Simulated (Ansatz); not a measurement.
fluoromethane (CH3F), singlet, geometry from GFN2-xTB. Base run: Ansatz (an electronic-structure program) with HF/6-31G.

Here is a job for Ansatz.
Ansatz 0.2 input:
```yaml
crystal:
  periodic: [false, false, false]
  atoms:
    - {symbol: C, position_ang: [-0.61381076, 0.09837073, 0.07127920]}
    - {symbol: F, position_ang: [0.72439532, -0.11609326, -0.08412091]}
    - {symbol: H, position_ang: [-0.86205911, -0.06032531, 1.12128664]}
    - {symbol: H, position_ang: [-0.82870216, 1.12501025, -0.22731794]}
    - {symbol: H, position_ang: [-1.14593208, -0.61006993, -0.56455569]}
basis:
  gaussian:
    orbitals: 6-31G
hamiltonian:
  xc: hf
```

The bond that is stretched is that between atoms 4 and 1. A test that says stable can miss a lower solution.

Each row names what was changed in the base input (with any setting that the change needs).

| change | ΔE vs base (eV) | <S^2> | stability test says |
|---|---|---|---|
| base | 0.00 | 0.000 | minimum (restricted orbitals) |
| spin_polarized = on; lower_state_search = off | 0.00 | 0.000 | undecided (no full test) |
| spin_polarized = on; lower_state_search = standard | 0.00 | 0.000 | minimum |
| bond × 1.25 | 0.91 | 0.000 | minimum (restricted orbitals) |
| spin_polarized = on; lower_state_search = off; bond × 1.25 | 0.91 | 0.000 | undecided (no full test) |
| spin_polarized = on; lower_state_search = standard; bond × 1.25 | 0.91 | 0.000 | minimum |
| bond × 1.5 | 2.35 | 0.000 | minimum (restricted orbitals) |
| spin_polarized = on; lower_state_search = off; bond × 1.5 | 2.35 | 0.000 | undecided (no full test) |
| spin_polarized = on; lower_state_search = standard; bond × 1.5 | 2.35 | 0.020 | minimum |
| bond × 1.8 | 4.00 | 0.000 | minimum (restricted orbitals) |
| spin_polarized = on; lower_state_search = off; bond × 1.8 | 4.00 | 0.000 | undecided (no full test) |
| spin_polarized = on; lower_state_search = standard; bond × 1.8 | 3.35 | 0.639 | minimum |
| bond × 2.2 | 5.81 | 0.000 | minimum (restricted orbitals) |
| spin_polarized = on; lower_state_search = off; bond × 2.2 | 5.81 | 0.000 | undecided (no full test) |
| spin_polarized = on; lower_state_search = standard; bond × 2.2 | 3.71 | 0.906 | minimum |
| bond × 3.0 | 8.23 | 0.000 | minimum (restricted orbitals) |
| spin_polarized = on; lower_state_search = off; bond × 3.0 | 8.23 | 0.000 | undecided (no full test) |
| spin_polarized = on; lower_state_search = standard; bond × 3.0 | 3.82 | 0.999 | minimum |

Where a bond breaks into two radicals, a solution with restricted orbitals usually stops being the lowest and lies too high; an unrestricted one lies lower at the price of spin contamination, which <S^2> shows.
